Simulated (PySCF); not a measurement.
Input file for PySCF: R-BP86/6-31G* on propylene glycol (SMILES CC(O)CO).

```python
from pyscf import gto, scf, dft, mp
from pyscf.data.elements import chemcore

mol = gto.M(
    atom='''
    C     1.55616200   -0.25820965   -0.23046827
    C     0.26115966    0.38409057    0.22502636
    O    -0.05928958    1.43060837   -0.68211307
    C    -0.88734213   -0.61285243    0.28852972
    O    -2.12012289    0.03855343    0.60173106
    H     1.43178187   -0.69980261   -1.22086893
    H     2.34545123    0.49102891   -0.28902664
    H     1.87072319   -1.03736589    0.46652057
    H     0.40328795    0.80581298    1.23416761
    H    -0.99285320    1.64100501   -0.54564018
    H    -1.03412685   -1.06295954   -0.69462277
    H    -0.66606943   -1.40941398    1.00734455
    H    -2.10876179    0.28950485    1.53222277
    ''',
    basis='6-31g*',
    cart=True,
    charge=0, spin=0, verbose=3, max_memory=1800)
mf = dft.RKS(mol, xc='b88,p86')
mf.conv_tol = 1e-8
mf.max_cycle = 100
mf.kernel()
if not mf.converged:
    mf = mf.newton().run(mf.mo_coeff, mf.mo_occ)
```

Problem. What total energy does the run end on?

Solution. -269.5538 hartree.
